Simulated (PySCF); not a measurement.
Geometry:
```csv
atom,x (Å),y (Å),z (Å)
Al1,0.004,-0.005,-0.006
C2,1.905,-0.018,-0.024
C3,3.126,-0.028,-0.035
H4,4.203,-0.037,-0.046
C5,-0.933,1.649,-0.002
C6,-1.531,2.713,0.010
H7,-2.059,3.651,0.019
C8,-0.945,-1.652,0.007
C9,-1.554,-2.710,0.030
H10,-2.092,-3.642,0.052
```

Geometry: PBE0-D3(BJ)/def2-SVP; GIAO absolute shieldings from PySCF 2.14, gas phase, non-relativistic, averaged over equivalent atoms.

At PBE/pcSseg-1 (pcSseg-2 on Al) (160 basis functions, 20 s wall time on 1 thread of an Arm Neoverse V1, shared host):
```tsv
atoms	σ (ppm)
Al1	403.1
C3/C6/C9	78.3
C2/C5/C8	87.6
H4/H7/H10	29.18
```

Question: What do these become at PBE0/pcSseg-1 (pcSseg-2 on Al)?

Answer: 
| atoms | σ at PBE0/pcSseg-1 (pcSseg-2 on Al) | change |
| --- | --- | --- |
| Al1 | 415.9 | +12.8 |
| C3/C6/C9 | 78.2 | -0.1 |
| C2/C5/C8 | 90.9 | +3.3 |
| H4/H7/H10 | 29.15 | -0.03 |

The largest change is at Al1 (aluminium bonded to 3 C). Cost: 160 basis functions, 17 s wall time on 1 thread of an Arm Neoverse V1, shared host.
